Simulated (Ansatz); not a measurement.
Job for Ansatz (a quantum-chemistry and plane-wave program): R-PBE0/def2-TZVPP on BeClH (SMILES [BeH][Cl]).

Ansatz 0.2 input:
```yaml
crystal:
  periodic: [false, false, false]
  atoms:
    - {symbol: Be, position_ang: [-0.00000000, 0.00000000, -1.33173476]}
    - {symbol: H, position_ang: [0.00000000, -0.00000000, -2.66234592]}
    - {symbol: Cl, position_ang: [0.00000000, -0.00000000, 0.47139728]}
basis:
  gaussian:
    orbitals: def2-TZVPP
hamiltonian:
  xc: {name: PBE0}
accuracy: high
phonons: {}
scf: {lower_state_search: off}
```

Program output:

```
WARN ansatz: RAYON_NUM_THREADS=1 ignored (pool sized by the plan → 1); use --threads N
Functional definition: PBE0
these checks for a lower state are left out or cut short: stability, starts, cluster_reference, orbital_swaps, neighbouring_geometries, increment
integrals: 0.06 GiB planned
1119 factors; integrals over basis functions are off by at most 2.4e-9 eV
mean field: 0.22 GiB planned
mean field evaluation 1: about -12936.7483 eV, gradient 1.3e1 eV
mean field evaluation 2: about -12936.9025 eV, gradient 1.2e1 eV
mean field evaluation 4: about -12937.1882 eV, gradient 5.5e-1 eV
mean field evaluation 8: about -12937.1912 eV, gradient 1.3e-3 eV
mean field evaluation 16: about -12937.1912 eV, gradient 1.4e-8 eV
mean field -12937.19117945 eV, -475.4330067016 hartree, gradient 8.4e-9 eV, S^2 0.000000; 0 other end points of the search recorded, 0 dependent functions left out
the calculation of the forces begins
reference -12937.19118252 eV, -475.4330068144 hartree; 11, 11 occupied and 64, 64 virtual orbitals, 1119 factors
these checks for a lower state are left out or cut short: stability, starts, cluster_reference, orbital_swaps, neighbouring_geometries, increment
integrals: 0.06 GiB planned
1119 factors; integrals over basis functions are off by at most 2.4e-9 eV
mean field: 0.22 GiB planned
mean field -12937.19117244 eV, -475.4330064440 hartree, gradient 5.4e-8 eV, S^2 0.000000; 0 other end points of the search recorded, 0 dependent functions left out
the calculation of the forces begins
reference -12937.19117551 eV, -475.4330065568 hartree; 11, 11 occupied and 64, 64 virtual orbitals, 1119 factors
these checks for a lower state are left out or cut short: stability, starts, cluster_reference, orbital_swaps, neighbouring_geometries, increment
integrals: 0.06 GiB planned
1119 factors; integrals over basis functions are off by at most 2.4e-9 eV
mean field: 0.22 GiB planned
mean field evaluation 32: about -12937.1912 eV, gradient 5.4e-8 eV
mean field -12937.19117244 eV, -475.4330064440 hartree, gradient 5.4e-8 eV, S^2 0.000000; 0 other end points of the search recorded, 0 dependent functions left out
the calculation of the forces begins
reference -12937.19117551 eV, -475.4330065568 hartree; 11, 11 occupied and 64, 64 virtual orbitals, 1119 factors
these checks for a lower state are left out or cut short: stability, starts, cluster_reference, orbital_swaps, neighbouring_geometries, increment
integrals: 0.06 GiB planned
1119 factors; integrals over basis functions are off by at most 2.4e-9 eV
mean field: 0.22 GiB planned
mean field -12937.19117244 eV, -475.4330064440 hartree, gradient 5.4e-8 eV, S^2 0.000000; 0 other end points of the search recorded, 0 dependent functions left out
the calculation of the forces begins
reference -12937.19117551 eV, -475.4330065568 hartree; 11, 11 occupied and 64, 64 virtual orbitals, 1119 factors
these checks for a lower state are left out or cut short: stability, starts, cluster_reference, orbital_swaps, neighbouring_geometries, increment
integrals: 0.06 GiB planned
1119 factors; integrals over basis functions are off by at most 2.4e-9 eV
mean field: 0.22 GiB planned
mean field -12937.19117244 eV, -475.4330064440 hartree, gradient 5.4e-8 eV, S^2 0.000000; 0 other end points of the search recorded, 0 dependent functions left out
the calculation of the forces begins
reference -12937.19117551 eV, -475.4330065568 hartree; 11, 11 occupied and 64, 64 virtual orbitals, 1119 factors
these checks for a lower state are left out or cut short: stability, starts, cluster_reference, orbital_swaps, neighbouring_geometries, increment
integrals: 0.06 GiB planned
1119 factors; integrals over basis functions are off by at most 2.4e-9 eV
mean field: 0.22 GiB planned
mean field -12937.19107093 eV, -475.4330027137 hartree, gradient 6.9e-8 eV, S^2 0.000000; 0 other end points of the search recorded, 0 dependent functions left out
the calculation of the forces begins
reference -12937.19107401 eV, -475.4330028266 hartree; 11, 11 occupied and 64, 64 virtual orbitals, 1119 factors
these checks for a lower state are left out or cut short: stability, starts, cluster_reference, orbital_swaps, neighbouring_geometries, increment
integrals: 0.06 GiB planned
1119 factors; integrals over basis functions are off by at most 2.4e-9 eV
mean field: 0.22 GiB planned
mean field -12937.19107045 eV, -475.4330026960 hartree, gradient 7.0e-8 eV, S^2 0.000000; 0 other end points of the search recorded, 0 dependent functions left out
the calculation of the forces begins
reference -12937.19107352 eV, -475.4330028088 hartree; 11, 11 occupied and 64, 64 virtual orbitals, 1119 factors
these checks for a lower state are left out or cut short: stability, starts, cluster_reference, orbital_swaps, neighbouring_geometries, increment
integrals: 0.06 GiB planned
1119 factors; integrals over basis functions are off by at most 2.4e-9 eV
mean field: 0.22 GiB planned
mean field evaluation 64: about -12937.1912 eV, gradient 6.2e-6 eV
mean field -12937.19117713 eV, -475.4330066163 hartree, gradient 5.3e-9 eV, S^2 0.000000; 0 other end points of the search recorded, 0 dependent functions left out
the calculation of the forces begins
reference -12937.19118020 eV, -475.4330067291 hartree; 11, 11 occupied and 64, 64 virtual orbitals, 1119 factors
these checks for a lower state are left out or cut short: stability, starts, cluster_reference, orbital_swaps, neighbouring_geometries, increment
integrals: 0.06 GiB planned
1119 factors; integrals over basis functions are off by at most 2.4e-9 eV
mean field: 0.22 GiB planned
mean field -12937.19117713 eV, -475.4330066163 hartree, gradient 5.3e-9 eV, S^2 0.000000; 0 other end points of the search recorded, 0 dependent functions left out
the calculation of the forces begins
reference -12937.19118020 eV, -475.4330067291 hartree; 11, 11 occupied and 64, 64 virtual orbitals, 1119 factors
these checks for a lower state are left out or cut short: stability, starts, cluster_reference, orbital_swaps, neighbouring_geometries, increment
integrals: 0.06 GiB planned
1119 factors; integrals over basis functions are off by at most 2.4e-9 eV
mean field: 0.22 GiB planned
mean field -12937.19117713 eV, -475.4330066163 hartree, gradient 5.3e-9 eV, S^2 0.000000; 0 other end points of the search recorded, 0 dependent functions left out
the calculation of the forces begins
reference -12937.19118020 eV, -475.4330067291 hartree; 11, 11 occupied and 64, 64 virtual orbitals, 1119 factors
these checks for a lower state are left out or cut short: stability, starts, cluster_reference, orbital_swaps, neighbouring_geometries, increment
integrals: 0.06 GiB planned
1119 factors; integrals over basis functions are off by at most 2.4e-9 eV
mean field: 0.22 GiB planned
mean field -12937.19117713 eV, -475.4330066163 hartree, gradient 5.3e-9 eV, S^2 0.000000; 0 other end points of the search recorded, 0 dependent functions left out
the calculation of the forces begins
reference -12937.19118020 eV, -475.4330067291 hartree; 11, 11 occupied and 64, 64 virtual orbitals, 1119 factors
these checks for a lower state are left out or cut short: stability, starts, cluster_reference, orbital_swaps, neighbouring_geometries, increment
integrals: 0.06 GiB planned
1119 factors; integrals over basis functions are off by at most 2.4e-9 eV
mean field: 0.22 GiB planned
mean field -12937.19113095 eV, -475.4330049194 hartree, gradient 1.9e-8 eV, S^2 0.000000; 0 other end points of the search recorded, 0 dependent functions left out
the calculation of the forces begins
reference -12937.19113402 eV, -475.4330050323 hartree; 11, 11 occupied and 64, 64 virtual orbitals, 1119 factors
these checks for a lower state are left out or cut short: stability, starts, cluster_reference, orbital_swaps, neighbouring_geometries, increment
integrals: 0.06 GiB planned
1119 factors; integrals over basis functions are off by at most 2.4e-9 eV
mean field: 0.22 GiB planned
mean field evaluation 96: about -12937.1887 eV, gradient 7.7e-2 eV
mean field -12937.19113045 eV, -475.4330049008 hartree, gradient 2.7e-8 eV, S^2 0.000000; 0 other end points of the search recorded, 0 dependent functions left out
the calculation of the forces begins
reference -12937.19113352 eV, -475.4330050136 hartree; 11, 11 occupied and 64, 64 virtual orbitals, 1119 factors
these checks for a lower state are left out or cut short: stability, starts, cluster_reference, orbital_swaps, neighbouring_geometries, increment
integrals: 0.06 GiB planned
1119 factors; integrals over basis functions are off by at most 2.4e-9 eV
mean field: 0.22 GiB planned
mean field -12937.19117818 eV, -475.4330066551 hartree, gradient 5.2e-8 eV, S^2 0.000000; 0 other end points of the search recorded, 0 dependent functions left out
the calculation of the forces begins
reference -12937.19118125 eV, -475.4330067680 hartree; 11, 11 occupied and 64, 64 virtual orbitals, 1119 factors
these checks for a lower state are left out or cut short: stability, starts, cluster_reference, orbital_swaps, neighbouring_geometries, increment
integrals: 0.06 GiB planned
1119 factors; integrals over basis functions are off by at most 2.4e-9 eV
mean field: 0.22 GiB planned
mean field -12937.19117818 eV, -475.4330066551 hartree, gradient 5.2e-8 eV, S^2 0.000000; 0 other end points of the search recorded, 0 dependent functions left out
the calculation of the forces begins
reference -12937.19118125 eV, -475.4330067680 hartree; 11, 11 occupied and 64, 64 virtual orbitals, 1119 factors
these checks for a lower state are left out or cut short: stability, starts, cluster_reference, orbital_swaps, neighbouring_geometries, increment
integrals: 0.06 GiB planned
1119 factors; integrals over basis functions are off by at most 2.4e-9 eV
mean field: 0.22 GiB planned
mean field -12937.19117818 eV, -475.4330066551 hartree, gradient 5.2e-8 eV, S^2 0.000000; 0 other end points of the search recorded, 0 dependent functions left out
the calculation of the forces begins
reference -12937.19118125 eV, -475.4330067680 hartree; 11, 11 occupied and 64, 64 virtual orbitals, 1119 factors
these checks for a lower state are left out or cut short: stability, starts, cluster_reference, orbital_swaps, neighbouring_geometries, increment
integrals: 0.06 GiB planned
1119 factors; integrals over basis functions are off by at most 2.4e-9 eV
mean field: 0.22 GiB planned
mean field evaluation 128: about -12937.1912 eV, gradient 9.3e-9 eV
mean field -12937.19117818 eV, -475.4330066551 hartree, gradient 5.2e-8 eV, S^2 0.000000; 0 other end points of the search recorded, 0 dependent functions left out
the calculation of the forces begins
reference -12937.19118125 eV, -475.4330067680 hartree; 11, 11 occupied and 64, 64 virtual orbitals, 1119 factors
these checks for a lower state are left out or cut short: stability, starts, cluster_reference, orbital_swaps, neighbouring_geometries, increment
integrals: 0.06 GiB planned
1119 factors; integrals over basis functions are off by at most 2.4e-9 eV
mean field: 0.22 GiB planned
mean field -12937.19111859 eV, -475.4330044651 hartree, gradient 6.8e-8 eV, S^2 0.000000; 0 other end points of the search recorded, 0 dependent functions left out
the calculation of the forces begins
reference -12937.19112166 eV, -475.4330045779 hartree; 11, 11 occupied and 64, 64 virtual orbitals, 1119 factors
these checks for a lower state are left out or cut short: stability, starts, cluster_reference, orbital_swaps, neighbouring_geometries, increment
integrals: 0.06 GiB planned
1119 factors; integrals over basis functions are off by at most 2.4e-9 eV
mean field: 0.22 GiB planned
mean field -12937.19111957 eV, -475.4330045012 hartree, gradient 6.5e-8 eV, S^2 0.000000; 0 other end points of the search recorded, 0 dependent functions left out
the calculation of the forces begins
reference -12937.19112265 eV, -475.4330046141 hartree; 11, 11 occupied and 64, 64 virtual orbitals, 1119 factors
Total energy: -12937.19118252 eV, -475.4330068144 hartree
Atom 0 at     0.000000     0.000000    -1.331735 Å, force    -0.000000    -0.000000     0.000119 eV/Å
Atom 1 at     0.000000     0.000000    -2.662346 Å, force     0.000000     0.000000     0.000168 eV/Å
Atom 2 at     0.000000     0.000000     0.471397 Å, force    -0.000000     0.000000    -0.000287 eV/Å
Dipole moment:     0.000000    -0.000000    -0.073133 e Å
Vibrations: 520.69 520.69 814.43 2177.92 cm⁻¹, zero-point energy 0.250059 eV
Checks for a lower state left out: stability, starts, cluster_reference, orbital_swaps, neighbouring_geometries, increment
```

The run converged.

Cost: very roughly 40 core-seconds.
